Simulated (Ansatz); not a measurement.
Reactions of `C[SiH2][Al]([F])[SiH3]`.

Computed with Ansatz on PBE0-D4/def2-TZVP structures; ΔE is electronic, products minus reactants. CCSD(T)/CBS adds triple-zeta CCSD(T) − MP2 to the extrapolated MP2 energy (def2 sets, frozen cores). This one scheme is used for every species. DFT in def2-TZVPP. B3LYP here is the variant with VWN-RPA as its local correlation; programs differ in this. Elements past krypton have def2 core potentials. For Ga, Mg, Sn outer-core shells are correlated without core-valence functions, which leaves a few kJ/mol of doubt a bond. Scalar relativity is left out up to krypton. One conformer a species, not always the lowest.

```tsv
reaction	CCSD(T)/CBS(def2) (kcal/mol)
`C[SiH2][Al]([F])[SiH3]` + `C=C[SiH2]N` → `C=C[SiH2]N[SiH3]` + `C[SiH2][AlH][F]`	-11.9
`C[SiH2][Al]([F])[SiH3]` + `[OH][SnH]([F])[F]` → `[F][SnH]([F])[O][SiH3]` + `C[SiH2][AlH][F]`	-22.1
`C[SiH2][Al]([F])[SiH3]` + `[OH][Mg][O][SiH3]` → `[SiH3][O][Mg][O][SiH3]` + `C[SiH2][AlH][F]`	-27.9
`C[SiH2][Al]([F])[SiH3]` + `C=CCO` → `C=CCO[SiH3]` + `C[SiH2][AlH][F]`	-17.9
`C[SiH2][Al]([F])[SiH3]` + `[NH2][GaH2]` → `[NH2][GaH][SiH3]` + `C[SiH2][AlH][F]`	?
`C[SiH2][Al]([F])[SiH3]` + `F[SiH3]` → `[SiH3][SiH3]` + `C[SiH2][Al]([F])[F]`	?
`C[SiH2][Al]([F])[SiH3]` + `[NH2][Mg][OH]` → `[NH2][Mg][O][SiH3]` + `C[SiH2][AlH][F]`	-28.0
```

(1) Fill in the missing values. (Estimate.)

Largest T1 diagnostic: 0.015, for `[OH][SnH]([F])[F]`.

## Answers

(1) Computed: `C[SiH2][Al]([F])[SiH3]` + `[NH2][GaH2]` → `[NH2][GaH][SiH3]` + `C[SiH2][AlH][F]`: -3.3 kcal/mol; `C[SiH2][Al]([F])[SiH3]` + `F[SiH3]` → `[SiH3][SiH3]` + `C[SiH2][Al]([F])[F]`: -15.5 kcal/mol.
